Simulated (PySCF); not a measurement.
Zn: ionisation energy

Zn [Ar] 3d10 4s2 (1S) → Zn⁺ [Ar] 3d10 4s1 (2S), as a difference of total energies. Calculation: PySCF 2.14, in def2-TZVP; no relativity, point nucleus. Correlated levels: valence: [Ar] frozen. The calculations carry no spin-orbit coupling.

| method | ionisation energy (eV) |
| --- | --- |
| UHF | 7.636 |
| PBE0 | 9.094 |
| BP86 | 9.566 |
| MP2 (valence) | 8.723 |
| SCS-MP2 (valence) | 8.760 |
| CCSD (valence) | 8.866 |
| CCSD(T) (valence) | 8.955 |

Problem. How much does correlation contribute at CCSD(T) (valence)?

Solution. 8.955 − (7.636) = 1.319 eV, measured against UHF.

These non-relativistic numbers lack the scalar-relativistic shift.

Errors of the correlated levels include the incompleteness of this basis and the frozen core.

For comparison: 9.394 eV (measured; NIST Atomic Spectra Database, ionization energies).
